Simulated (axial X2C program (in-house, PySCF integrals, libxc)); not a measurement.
# Spectroscopic constants of AlHf

All values were computed with an in-house all-electron X2C program for linear molecules (integrals from PySCF). Spin-free means the one-electron spin-free X2C Hamiltonian; two-component (2c) means X2C with spin–orbit coupling and atomic mean-field two-electron Coulomb and Gaunt terms, so the difference of the two also holds small scalar two-electron terms. Basis: Hf dyall-cv3z [13s14p9d7f4g], Al dyall-v3z [8s8p2d1f] (cores contracted in-house); Gaussian nuclei, density fitting, unrestricted open shells. Masses: Hf 179.947 u, Al 26.982 u.

Input file and command:
```json
{"zs": [72, 13], "q": 0, "bas": ["dyall-cv3z", "dyall-v3z"], "levels": ["PBE0", "HF", "r2SCAN0"], "cc": true, "r0": 2.78, "thr": -1.0, "nmax": 90, "npts": 10, "nst": 2, "ntry": 6}
```
```bash
python so2c.py task.json out
```

Keys: zs atomic numbers; q charge; bas basis sets; levels methods; cc coupled cluster on or off; r0 starting distance in Å; thr threshold in hartree for freezing inner shells (an s shell follows its p shell); nmax most natural virtual spinors; npts points on the curve; nst determinants followed; ntry starts of the search. HF also brings MP2.

State, spin-free: M_S = 3/2, Λ = 0 (beyond evenly filled blocks: σα, π+α, π-α); electrons by block: σα: 18, σβ: 17, π+α: 9, π+β: 8, π-α: 9, π-β: 8, δ+α: 3, δ+β: 3, δ-α: 3, δ-β: 3, φ+α: 1, φ+β: 1, φ-α: 1, φ-β: 1. Fragments: Hf + Al.

State, 2c: Ω = 3/2 (⟨Sz⟩ = 1.46, ⟨Lz⟩ = 0.04 at PBE0); electrons by block: 1/2: 26, -1/2: 26, 3/2: 12, -3/2: 11, 5/2: 4, -5/2: 4, 7/2: 1, -7/2: 1. Fragments: Hf + Al.

```
Hamiltonian    level  Re (Å)  ωe (cm⁻¹)  Be (cm⁻¹)  αe (cm⁻¹)  De (eV)  D0 (eV)  k (mdyn/Å)  μ (D)
  spin-free     PBE0   2.645      285.0     0.1027   0.000467     1.89     1.87        1.12  -1.72
  spin-free  r2SCAN0   2.627      294.4     0.1041   0.000446     1.62     1.61         1.2  -1.47
         2c     PBE0   2.644      283.8     0.1028   0.000471      n/a      n/a        1.11  -1.69
```

Dipoles are positive if Al is the positive end.

The state is one determinant whose occupation by symmetry is held fixed; it was picked as the lowest of a PBE0 search that is not exhaustive. Dissociation energies refer to the lowest single-determinant-based atoms at the same level and basis. De is not given where an atomic determinant may have missed its ground term or J level, or where the truncated virtual space spoils (T). Density functionals use the spin component along the axis (collinear). PBE0 can misorder states that lie within some tenths of an eV, so this need not be the ground state of the molecule. The nearest other spin-free determinant of the search, M_S = 1/2, Λ = 0, lies 0.25 eV up at the distance of the search. The functionals have no current-density term, which raises determinants with orbital currents, atoms included. With several unpaired electrons one determinant need not be a pure state. This is the top spin component of a Σ state; components of lower Ω are not single determinants and can lie lower. The stretched end of a curve changes character and is left out.

No reliable constants came from CCSD (2c), CCSD (spin-free), CCSD(T) (2c), CCSD(T) (spin-free), HF (2c), HF (spin-free), MP2 (2c), MP2 (spin-free), r2SCAN0 (2c): no minimum in range, unconverged points, a curve that is not smooth, a change of character along it, or the two Hamiltonians disagreeing along it.

Rough cost a point (2c) on 1 thread(s) of a shared host, integrals apart: PBE0 2.5 s.

The whole task took 7.9 min on 1 thread of Arm Neoverse N1 (shared host).
